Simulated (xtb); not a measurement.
Harmonic IR lines of one isomer of C$_{2}$H$_{6}$OSi, unscaled. Method: GFN2-xTB in xtb.

wavenumber (cm⁻¹): 538 (m), 552 (s), 780 (vs), 802 (s), 834 (s), 999 (w), 1104 (m), 1164 (w), 1301 (w), 1678 (vs), 2227 (vs), 2238 (s), 2269 (s), 3013 (w), 3086 (w)

Which structure gives these lines?
(A) `O/C=C/[SiH3]`
(B) `C/C=[SiH]/O`
(C) `C/C=[SiH]\O`
(D) `C=[SiH]CO`

A, `O/C=C/[SiH3]`
